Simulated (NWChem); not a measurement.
Program: NWChem. System: Cl3In, charge 0, spin multiplicity 1, at a geometry optimised with PBE0/def2-SVP with def2 effective core potentials on In. The structure started from a generated list of species. Level: RHF/def2-TZVP with def2 effective core potentials on In.

Input file:

```
start mol
memory heap 200 mb stack 900 mb global 1100 mb
geometry units angstroms nocenter noautoz
  In     0.000000     0.000000    -0.000001
  Cl     0.000000     0.000000     2.320899
  Cl    -2.009962     0.000000    -1.160448
  Cl     2.009962     0.000000    -1.160448
  symmetry group C2v
end
basis spherical
  * library def2-tzvp
end
ecp
  In library def2-ecp
end
scf
  rhf
  nopen 0
  maxiter 100
  thresh 1e-7
  semidirect memsize 60000000 filesize 0
end
task scf energy
```

NWChem printed:

```
             Northwest Computational Chemistry Package (NWChem) 7.3.0
             --------------------------------------------------------

                                NWChem Input Module
                                -------------------

 Scaling coordinates for geometry "geometry" by  1.889725989
 (inverse scale =  0.529177249)

 Turning off AUTOSYM since
 SYMMETRY directive was detected!

                             Geometry "geometry" -> ""
                             -------------------------

 Output coordinates in angstroms (scale by  1.889725989 to convert to a.u.)

  No.       Tag          Charge          X              Y              Z
 ---- ---------------- ---------- -------------- -------------- --------------
    1 In                  49.0000     0.00000000     0.00000000    -0.00000100
    2 Cl                  17.0000     0.00000000     0.00000000     2.32089900
    3 Cl                  17.0000    -2.00996200     0.00000000    -1.16044800
    4 Cl                  17.0000     2.00996200     0.00000000    -1.16044800

 Effective nuclear repulsion energy (a.u.)     683.9155394392

            Nuclear Dipole moment (a.u.)
            ----------------------------
        X                 Y               Z
 ---------------- ---------------- ----------------
     0.0000000000     0.0000000000     0.0000037795

      Symmetry information
      --------------------

 Group name             C2v
 Group number             16
 Group order               4
 No. of unique centers     3

      Symmetry unique atoms

     1    2    3


 Summary of "ao basis" -> "" (spherical)
 ------------------------------------------------------------------------------
       Tag                 Description            Shells   Functions and Types
 ---------------- ------------------------------  ------  ---------------------
 *                         def2-tzvp                  on all atoms

 Summary of "ao basis" -> "ao basis" (spherical)
 ------------------------------------------------------------------------------
       Tag                 Description            Shells   Functions and Types
 ---------------- ------------------------------  ------  ---------------------
 In                        def2-tzvp                16       50   6s5p3d2f
 Cl                        def2-tzvp                13       37   5s5p2d1f

                                 NWChem SCF Module
                                 -----------------

  ao basis        = "ao basis"
  functions       =   161
  atoms           =     4
  closed shells   =    36
  open shells     =     0
  charge          =   0.00
  wavefunction    = RHF
  use symmetry    = T
  symmetry adapt  = T

 Summary of "ao basis" -> "ao basis" (spherical)
 ------------------------------------------------------------------------------
       Tag                 Description            Shells   Functions and Types
 ---------------- ------------------------------  ------  ---------------------
 In                        def2-tzvp                16       50   6s5p3d2f
 Cl                        def2-tzvp                13       37   5s5p2d1f

      Symmetry analysis of basis
      --------------------------

        a1         62
        a2         20
        b1         46
        b2         33

 Forming initial guess at       0.2s

      Superposition of Atomic Density Guess
      -------------------------------------

 Sum of atomic energies:       -1596.49248564

      Non-variational initial energy
      ------------------------------

 Total energy =   -1568.001939
 1-e energy   =   -2955.145331
 2-e energy   =    1028.819111
 HOMO         =      -0.445748
 LUMO         =      -0.092775

      Symmetry analysis of molecular orbitals - initial
      -------------------------------------------------

  Numbering of irreducible representations:

     1 a1          2 a2          3 b1          4 b2

  Orbital symmetries:

     1 a1          2 a1          3 b1          4 a1          5 a1
     6 b1          7 a1          8 a1          9 b1         10 b2
    11 b1         12 a1         13 b2         14 a2         15 b1
    16 a1         17 b1         18 a1         19 b2         20 a1
    21 a1         22 b1         23 b2         24 a2         25 a1
    26 b1         27 a1         28 a1         29 b1         30 a1
    31 b2         32 b2         33 a2         34 b1         35 b1
    36 a1         37 a1         38 b2         39 a1         40 b1
    41 b2         42 a1         43 b1         44 a1         45 a1
    46 b2

 Starting SCF solution at       4.8s

 ----------------------------------------------
         Quadratically convergent ROHF

 Convergence threshold     :          1.000E-07
 Maximum no. of iterations :          100
 Final Fock-matrix accuracy:          1.000E-09
 ----------------------------------------------

              iter       energy          gnorm     gmax       time
             ----- ------------------- --------- --------- --------
                 1    -1567.8616088705  8.33D-01  1.92D-01      5.0
                 2    -1567.9154069388  2.07D-01  6.64D-02      5.5
                 3    -1567.9191325658  1.40D-02  5.23D-03      6.1
                 4    -1567.9191561342  6.90D-05  2.41D-05      7.0
                 5    -1567.9191561350  4.60D-09  1.03D-09      8.6

       Final RHF  results
       ------------------

         Total SCF energy =  -1567.919156134981
      One-electron energy =  -2955.466513483613
      Two-electron energy =   1029.223076837907
 Nuclear repulsion energy =    358.324280510724

        Time for solution =      3.9s

       Symmetry analysis of molecular orbitals - final
       -----------------------------------------------

  Numbering of irreducible representations:

     1 a1          2 a2          3 b1          4 b2

  Orbital symmetries:

     1 b1          2 a1          3 a1          4 b1          5 a1
     6 a1          7 b1          8 a1          9 a1         10 b2
    11 a2         12 b2         13 b1         14 a1         15 b1
    16 a1         17 b2         18 a1         19 b1         20 a1
    21 a1         22 b1         23 b2         24 a2         25 a1
    26 b1         27 a1         28 a1         29 b1         30 a1
    31 b2         32 a2         33 b2         34 b1         35 b1
    36 a1         37 a1         38 b2         39 a1         40 b1
    41 b2         42 a1         43 a1         44 b1         45 a1
    46 b2

             Final eigenvalues
             -----------------

              1
    1 -104.8396
    2 -104.8396
    3 -104.8396
    4  -10.5675
    5  -10.5675
    6  -10.5675
    7   -8.0341
    8   -8.0341
    9   -8.0341
   10   -8.0331
   11   -8.0331
   12   -8.0331
   13   -8.0330
   14   -8.0330
   15   -8.0330
   16   -5.4737
   17   -3.7363
   18   -3.7287
   19   -3.7287
   20   -1.1438
   21   -1.1427
   22   -1.1427
   23   -1.1191
   24   -1.1191
   25   -1.0709
   26   -1.0531
   27   -1.0531
   28   -0.5958
   29   -0.5154
   30   -0.5154
   31   -0.4925
   32   -0.4742
   33   -0.4742
   34   -0.4702
   35   -0.4694
   36   -0.4694
   37    0.0127
   38    0.0268
   39    0.0947
   40    0.0947
   41    0.1138
   42    0.2050
   43    0.2057
   44    0.2057
   45    0.2547
   46    0.2654

                       ROHF Final Molecular Orbital Analysis
                       -------------------------------------

 Vector   34  Occ=2.000000D+00  E=-4.701625D-01  Symmetry=b1
              MO Center=  8.4D-14, -2.6D-21, -1.4D-04, r^2= 6.4D+00
   Bfn.  Coefficient  Atom+Function         Bfn.  Coefficient  Atom+Function
  ----- ------------  ---------------      ----- ------------  ---------------
    65      0.316232  2 Cl px               104      0.273886  3 Cl pz
   141     -0.273886  4 Cl pz                68      0.212454  2 Cl px
   107      0.184004  3 Cl pz               144     -0.184004  4 Cl pz
   102     -0.158139  3 Cl px               139     -0.158139  4 Cl px

 Vector   35  Occ=2.000000D+00  E=-4.694272D-01  Symmetry=b1
              MO Center=  7.3D-10,  2.8D-16,  4.9D-01, r^2= 6.1D+00
   Bfn.  Coefficient  Atom+Function         Bfn.  Coefficient  Atom+Function
  ----- ------------  ---------------      ----- ------------  ---------------
    65      0.375521  2 Cl px               102      0.273462  3 Cl px
   139      0.273462  4 Cl px                68      0.241265  2 Cl px
    62      0.170123  2 Cl px               105      0.167682  3 Cl px
   142      0.167682  4 Cl px                25      0.151483  1 In d  1

 Vector   36  Occ=2.000000D+00  E=-4.694271D-01  Symmetry=a1
              MO Center= -7.5D-10,  3.1D-16, -4.9D-01, r^2= 6.1D+00
   Bfn.  Coefficient  Atom+Function         Bfn.  Coefficient  Atom+Function
  ----- ------------  ---------------      ----- ------------  ---------------
   104      0.341493  3 Cl pz               141      0.341493  4 Cl pz
    67      0.239459  2 Cl pz               107      0.216732  3 Cl pz
   144      0.216732  4 Cl pz               101      0.154181  3 Cl pz
   138      0.154181  4 Cl pz

 Vector   37  Occ=0.000000D+00  E= 1.273028D-02  Symmetry=a1
              MO Center=  2.2D-14,  4.1D-15, -5.6D-06, r^2= 5.1D+00
   Bfn.  Coefficient  Atom+Function         Bfn.  Coefficient  Atom+Function
  ----- ------------  ---------------      ----- ------------  ---------------
     6      1.092915  1 In s                  2      0.494205  1 In s
     5      0.410176  1 In s                  1     -0.363796  1 In s
    70      0.297462  2 Cl pz                 3     -0.290074  1 In s
    55     -0.262776  2 Cl s                 92     -0.262776  3 Cl s
   129     -0.262776  4 Cl s                105     -0.257610  3 Cl px

 Vector   38  Occ=0.000000D+00  E= 2.683108D-02  Symmetry=b2
              MO Center= -1.5D-14, -4.9D-16, -1.8D-06, r^2= 6.7D+00
   Bfn.  Coefficient  Atom+Function         Bfn.  Coefficient  Atom+Function
  ----- ------------  ---------------      ----- ------------  ---------------
    20      0.639374  1 In py                17      0.444664  1 In py
    11     -0.237649  1 In py                14      0.225732  1 In py
    69     -0.219723  2 Cl py               106     -0.219723  3 Cl py
   143     -0.219723  4 Cl py

 Vector   39  Occ=0.000000D+00  E= 9.471848D-02  Symmetry=a1
              MO Center=  2.8D-13,  1.8D-19, -3.5D-01, r^2= 1.4D+01
   Bfn.  Coefficient  Atom+Function         Bfn.  Coefficient  Atom+Function
  ----- ------------  ---------------      ----- ------------  ---------------
    21      1.598961  1 In pz                18     -0.771534  1 In pz
    70     -0.241607  2 Cl pz               107     -0.239911  3 Cl pz
   144     -0.239911  4 Cl pz                34     -0.218917  1 In d  0
    15      0.174595  1 In pz

 center of mass
 --------------
 x =   0.00000000 y =   0.00000000 z =  -0.00000009

 moments of inertia (a.u.)
 ------------------
        1008.979608730471           0.000000000000           0.000000000000
           0.000000000000        2017.964611264971           0.000000000000
           0.000000000000           0.000000000000        1008.985002534500

  Mulliken analysis of the total density
  --------------------------------------

    Atom       Charge   Shell Charges
 -----------   ------   -------------------------------------------------------
    1 In  21    19.73   0.38 -0.80  1.52  0.88  0.62  0.08 -0.41  6.39  0.52  0.20  0.04  8.98  1.06  0.18  0.08  0.00
    2 Cl  17    17.42   2.01  0.45  1.52  1.08  0.90  4.18  1.69  1.06  2.88  1.63  0.00  0.02  0.00
    3 Cl  17    17.42   2.01  0.45  1.52  1.08  0.90  4.18  1.69  1.06  2.88  1.63  0.00  0.02  0.00
    4 Cl  17    17.42   2.01  0.45  1.52  1.08  0.90  4.18  1.69  1.06  2.88  1.63  0.00  0.02  0.00

       Multipole analysis of the density wrt the origin
       ------------------------------------------------

     L   x y z        total         open         nuclear
     -   - - -        -----         ----         -------
     0   0 0 0     -0.000000      0.000000     72.000000

     1   1 0 0      0.000000      0.000000      0.000000
     1   0 1 0      0.000000      0.000000      0.000000
     1   0 0 1     -0.000003      0.000000      0.000057

     2   2 0 0    -51.159150      0.000000    490.514988
     2   1 1 0     -0.000000      0.000000      0.000000
     2   1 0 1     -0.000000      0.000000      0.000000
     2   0 2 0    -42.366861      0.000000      0.000000
     2   0 1 1     -0.000000      0.000000      0.000000
     2   0 0 2    -51.159115      0.000000    490.512366

 Task  times  cpu:        8.7s     wall:        8.7s

 Total times  cpu:        8.7s     wall:        8.7s
```
